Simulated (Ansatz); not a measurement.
Reaction (redistribution): `[CH3][Ge]([F])([F])[AlH2]` + `CN[SiH3]` → `C[NH][AlH2]` + `[CH3][Ge]([F])([F])[SiH3]`

Gas-phase electronic energies from Ansatz, PBE0-D4/def2-TZVP geometries. CCSD(T)/CBS is the MP2 limit (def2-TZVPP, def2-QZVPP) plus CCSD(T) − MP2 in def2-TZVPP, frozen cores. DFT in def2-TZVPP. For Ge outer-core shells are correlated without core-valence functions, which leaves a few kJ/mol of doubt a bond. Scalar relativity is left out up to krypton.

```
             level  ΔE (kcal/mol)
              PBE0          -11.2
    MP2/def2-TZVPP          -11.8
     HF/def2-QZVPP           -8.7
SCS-MP2/def2-QZVPP          -10.9
```

(1) What does CCSD(T)/CBS give? (Best estimate.)

Largest T1 diagnostic among the species: 0.012.

## Answers

(1) The calculation gave: -11.3 kcal/mol. The listed levels differ from it by 0.1, -0.5, 2.6, 0.4 kcal/mol.

In def2-TZVPP, CCSD(T) changes the Hartree–Fock value by −3.1 kcal/mol (the triples alone add −0.5 kcal/mol) and MP2 by −3.1 kcal/mol. From PBE to PBE0 (25 % exact exchange), in def2-TZVPP and without D4, ΔE moves by +0.8 kcal/mol.
